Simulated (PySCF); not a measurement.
**Static response to an electric field**

Compound: C5H6N2O2.
Structure used (GFN2-xTB), in Å, numbered top down from 1:
```
atom  x, y, z in Å
C1    -2.5331    0.5668    0.0439
C2    -1.9205   -0.5637    0.8171
O3    -2.5383   -1.3463    1.4905
C4    -0.4433   -0.6335    0.6736
N5     0.3181   -1.5267    1.2461
O6     1.5751   -1.2288    0.8546
C7     1.4945   -0.1531    0.0534
C8     2.7140    0.4224   -0.5431
N9     0.2708    0.2506   -0.0888
H10   -2.2876    0.4569   -1.0102
H11   -2.1012    1.5074    0.3787
H12   -3.6106    0.5747    0.1823
H13    3.2168   -0.3285   -1.1500
H14    2.4432    1.2752   -1.1570
H15    3.3976    0.7347    0.2445
```

Level: CAM-B3LYP/def2-SVPD (PySCF), static field, nuclei fixed, core orbitals frozen in the response. The polarisability tensor in these axes (au):

```
x    98.21   2.15  -7.86
y     2.15  67.45 -12.53
z    -7.86 -12.53  61.73
```

Diagonalise the tensor; give its mean and Δα, where Δα² is half the sum of the squared differences of the eigenvalues.

Principal values 51.23, 75.61 and 100.56 au; mean 75.80 au = 11.23 Å³ = 12.50 × 10⁻⁴⁰ C²·m²/J; Δα = 42.72 au (56 % of the mean).

What is the dipole moment, and where does it point?

(2.95, 3.21, -2.81) D, 5.19 D in size, pointing from the negative to the positive side. Measured along this direction, the outermost atoms are O3 at the negative end and H14 at the positive end.

Form Σ f/ω² (atomic units) for the 8 lowest TDDFT singlets, given as eV and f, and set it beside the mean polarisability, which is this sum over all singlets: 3.87, 0.0001; 5.58, 0.0030; 6.19, 0.0563; 6.70, 0.0011; 6.89, 0.0010; 7.12, 0.0052; 7.17, 0.0133; 7.46, 0.5339.

They add up to 8.57 au, 11.3 % of the 75.80 au; the largest single term is 7.10 au, from the state at 7.46 eV. Terms in order: 0.01, 0.07, 1.09, 0.02, 0.02, 0.08, 0.19, 7.10 au. Higher excitations give the rest. The strengths listed sum to 0.614.

What are the principal values of the traceless quadrupole moment, Θ = ½Σq(3rr − r²1), about the centre of nuclear charge?

-11.04, 3.07, 7.97 D·Å. The values depend on the origin, since the dipole doesn't vanish. The electronic extent ⟨r²⟩ about the same centre is 1257 bohr², a root-mean-square distance of 2.31 Å for the 66 electrons.

Molar refractivity from α?

Lorentz–Lorenz: R = (4π/3)N_A α = 2.5225 cm³/(mol·Å³) × 11.23 Å³ = 28.3 cm³/mol, in the limit of long wavelengths.

Orientational against electronic polarisability at 350 K (dilute gas, rigid molecules)?

In Gaussian units μ²/3kT = 185.62 Å³ against 11.23 Å³, a ratio of 16.53; the Debye molar polarisation (4π/3)N_A(α + μ²/3kT) is 496.6 cm³/mol, leaving out the vibrational part.

Find the Langevin capture rate constant for NH4+ (18.034 u) meeting this molecule (126.043 u), k = 2.342 × 10⁻⁹ cm³/s × √(α in Å³ / reduced mass in u).

The reduced mass is 15.78 u, so k = 1.98 × 10⁻⁹ cm³/s. The formula leaves out the permanent dipole, which adds to the capture rate.

The structure is a single GFN2-xTB conformer in the gas phase; no vibrational or solvent corrections.
